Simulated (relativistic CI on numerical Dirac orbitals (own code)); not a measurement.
Spin-allowed bands of a d7 ion in an octahedral site, by hand

Problem. Take Δ = 9650 cm⁻¹ and B = 620 cm⁻¹ for a high-spin d7 ion in an octahedral site. Calculate the three spin-allowed bands.

Working.
1. The terms of highest spin are 4F (energy 0) and 4P (15B = 9300 cm⁻¹). Here the F term splits into A2 at +1.2Δ = 11580, T2 at +0.2Δ = 1930 and T1 at −0.6Δ = -5790 cm⁻¹.
2. The two T1 states mix through the element 0.4Δ: H = [[-5790, 3860], [3860, 9300]], with roots ½(H₁₁ + H₂₂) ∓ ½√[(H₂₂ − H₁₁)² + 4H₁₂²] = ½(3510) ∓ ½(16950) = -6720 and 10230 cm⁻¹.
3. The ground term is 4T1 at -6720 cm⁻¹.
4. Bands: 4T2 8650 cm⁻¹ (1156 nm), 4T1(P) 16950 cm⁻¹ (590 nm), 4A2 18300 cm⁻¹ (546 nm).

Check. Exact diagonalisation of the whole d7 shell with these parameters gives 4T2 8650, 4T1 16950, 4A2 18300 cm⁻¹. The match is exact, since without spin-orbit coupling no other term has this spin. The ratio of the second band to the first, 1.960, depends on Δ/B = 15.6 alone, which is how a Tanabe-Sugano diagram is read.
